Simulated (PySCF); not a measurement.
**Basis and Hamiltonian dependence of the ionisation energy of Cd**

Cd [Kr] 4d10 5s2 (1S) → Cd⁺ [Kr] 4d10 5s1 (2S). All values are computed (PySCF 2.14, energy differences of UHF-based or UKS calculations, no spin-orbit coupling). Values in eV.

```json
{"basis": "def2-SVP with the def2 core potential (28 electrons)", "Hamiltonian": "ECP", "functions": "31", "UHF": "7.337", "PBE": "n/a", "PBE0": "8.804", "MP2 (valence)": "8.408", "CCSD(T) (valence)": "8.525", "CCSD(T) (valence and next inner shell)": "n/a"}
{"basis": "cc-pVDZ-PP with ECP28MDF", "Hamiltonian": "ECP", "functions": "38", "UHF": "7.435", "PBE": "n/a", "PBE0": "8.937", "MP2 (valence)": "8.609", "CCSD(T) (valence)": "8.701", "CCSD(T) (valence and next inner shell)": "n/a"}
{"basis": "def2-TZVP with the def2 core potential (28 electrons)", "Hamiltonian": "ECP", "functions": "40", "UHF": "7.338", "PBE": "9.109", "PBE0": "n/a", "MP2 (valence)": "8.478", "CCSD(T) (valence)": "8.589", "CCSD(T) (valence and next inner shell)": "n/a"}
{"basis": "aug-cc-pVDZ-PP with ECP28MDF", "Hamiltonian": "ECP", "functions": "54", "UHF": "7.401", "PBE": "9.209", "PBE0": "8.913", "MP2 (valence)": "8.871", "CCSD(T) (valence)": "8.858", "CCSD(T) (valence and next inner shell)": "n/a"}
{"basis": "x2c-SVPall", "Hamiltonian": "spin-free X2C", "functions": "56", "UHF": "7.348", "PBE": "n/a", "PBE0": "n/a", "MP2 (valence)": "8.436", "CCSD(T) (valence)": "n/a", "CCSD(T) (valence and next inner shell)": "n/a"}
{"basis": "x2c-TZVPall", "Hamiltonian": "spin-free X2C", "functions": "63", "UHF": "7.331", "PBE": "n/a", "PBE0": "8.765", "MP2 (valence)": "8.482", "CCSD(T) (valence)": "n/a", "CCSD(T) (valence and next inner shell)": "n/a"}
{"basis": "cc-pVTZ-PP with ECP28MDF", "Hamiltonian": "ECP", "functions": "63", "UHF": "7.358", "PBE": "n/a", "PBE0": "8.830", "MP2 (valence)": "8.756", "CCSD(T) (valence)": "n/a", "CCSD(T) (valence and next inner shell)": "n/a"}
{"basis": "ANO-RCC-VTZP", "Hamiltonian": "spin-free X2C", "functions": "68", "UHF": "7.336", "PBE": "9.062", "PBE0": "8.781", "MP2 (valence)": "8.828", "CCSD(T) (valence)": "8.868", "CCSD(T) (valence and next inner shell)": "8.931"}
{"basis": "x2c-TZVPPall", "Hamiltonian": "spin-free X2C", "functions": "79", "UHF": "7.331", "PBE": "9.041", "PBE0": "8.765", "MP2 (valence)": "8.718", "CCSD(T) (valence)": "8.723", "CCSD(T) (valence and next inner shell)": "8.776"}
{"basis": "aug-cc-pVTZ-PP with ECP28MDF", "Hamiltonian": "ECP", "functions": "88", "UHF": "7.346", "PBE": "9.118", "PBE0": "8.821", "MP2 (valence)": "8.894", "CCSD(T) (valence)": "8.880", "CCSD(T) (valence and next inner shell)": "n/a"}
{"basis": "x2c-TZVPPall with one added diffuse shell each of s, p, d, f type", "Hamiltonian": "spin-free X2C", "functions": "95", "UHF": "7.332", "PBE": "9.044", "PBE0": "8.766", "MP2 (valence)": "8.839", "CCSD(T) (valence)": "8.824", "CCSD(T) (valence and next inner shell)": "8.882"}
{"basis": "x2c-QZVPPall", "Hamiltonian": "spin-free X2C", "functions": "118", "UHF": "7.331", "PBE": "9.040", "PBE0": "8.762", "MP2 (valence)": "8.892", "CCSD(T) (valence)": "n/a", "CCSD(T) (valence and next inner shell)": "n/a"}
{"basis": "aug-cc-pwCVTZ-PP with ECP28MDF", "Hamiltonian": "ECP", "functions": "122", "UHF": "7.328", "PBE": "9.106", "PBE0": "8.809", "MP2 (valence)": "8.886", "CCSD(T) (valence)": "n/a", "CCSD(T) (valence and next inner shell)": "n/a"}
{"basis": "x2c-QZVPPall with one added diffuse shell each of s, p, d, f, g type", "Hamiltonian": "spin-free X2C", "functions": "143", "UHF": "7.331", "PBE": "9.040", "PBE0": "8.762", "MP2 (valence)": "8.920", "CCSD(T) (valence)": "n/a", "CCSD(T) (valence and next inner shell)": "n/a"}
```

Frozen in the all-electron rows: valence: [Kr]; valence and next inner shell: [Ar] 3d10; with a core potential, the same shells as far as they lie outside it.

Reference for a calculation without spin-orbit coupling: 8.994 eV (measured, between term centres; NIST).
